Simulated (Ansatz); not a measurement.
**AlClH3NSi: where a starting geometry ends**

The starting geometry of this gas-phase singlet was optimised with GFN2-xTB.

```yaml
atoms:
  - { symbol: Al, position_ang: [2.3126, -1.3561, 0.1782] }
  - { symbol: Cl, position_ang: [0.4571, -2.2097, 0.3557] }
  - { symbol: N, position_ang: [2.8448, -1.5050, -1.7699] }
  - { symbol: Si, position_ang: [1.9591, -0.2051, -2.1985] }
  - { symbol: H, position_ang: [2.2474, 0.2377, 0.3191] }
  - { symbol: H, position_ang: [3.3975, -2.1609, -2.2982] }
  - { symbol: H, position_ang: [3.4751, -2.0675, 0.9071] }
```

Q: Predict what becomes of its bonds when it is optimised with PBE0-D3(BJ)/def2-SVP.

A: A new bond forms, giving a structure with H5 bridging Al1 and Si4, given below by its coordinates. Distances that change by over a tenth: Al1–H5 (1.60 → 1.86 Å). Contacts that close: Si4–H5 (2.57 → 1.65 Å).

The energy falls by 1.20 eV over 11 steps:

| step | E − E(last) (eV) |
| --- | --- |
| 1 | 1.203 |
| 2 | 0.805 |
| 3 | 0.481 |
| 4 | 0.195 |
| 5 | 0.081 |
| 7 | 0.008 |
| 8 | 0.002 |
| 9 | 0.000 |
| 10 | 0.000 |
| 11 | 0.000 |

Final geometry (Å):

```xyz
7

Al    2.3563   -1.6785    0.0811
Cl    0.4372   -2.4624    0.5222
N     2.7777   -1.5148   -1.7087
Si    2.4594    0.1457   -1.8616
H     2.1233    0.1353   -0.2451
H     3.0535   -2.1265   -2.4694
H     3.4863   -1.7654    1.1749
```

Frequencies at the end are all real (lowest 105 cm⁻¹). Run with Ansatz 0.2.0, 11 s on 2 threads of Intel(R) Xeon(R) 6975P-C (Granite Rapids), on a shared host.
